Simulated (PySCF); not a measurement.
A made-up structure of ZnBHS, singlet:

```xyz
4
angstrom
S -2.3885 1.0228 0.2276
B -0.9148 0.3906 0.0868
Zn 0.9502 -0.4076 -0.0924
H -3.7159 1.1538 -0.0378
```

It is relaxed with PBE-D4/def2-SVP and then PBE0-D4/def2-TZVP (PySCF 2.14 with density fitting (its default auxiliary sets; JK sets also for MP2 and CCSD(T))). Atoms count as bonded within 1.22 times the sum of their covalent radii (H–H: 0.88 Å). The end point is not checked to be a true minimum.

(1) Does its bonding change? (Judge from chemistry; the calculation decides.)

Results:

(1) By the calculation: No: no bond forms or breaks.

Where it ends: The first stage lowers the energy by 1.60 eV in 17 steps. It ends as ZnBHS ([SH][B][Zn]):
```xyz
4
angstrom
S -2.3997 1.4084 0.6267
B -0.6762 0.8801 0.6647
Zn -0.0426 -0.7654 -0.7605
H -2.9402 0.6267 -0.3259
```

Labels in which every atom is bracketed show which atoms are joined, not bond orders.

For scale, one of the runs: PBE0-D4/def2-TZVP relaxation, 122 basis functions, launched by `OMP_NUM_THREADS=2 python run.py`. Time: 29 s of wall clock on 2 CPU threads of an AMD EPYC 7B13; the host was shared. Peak host memory: 1.2 GiB.
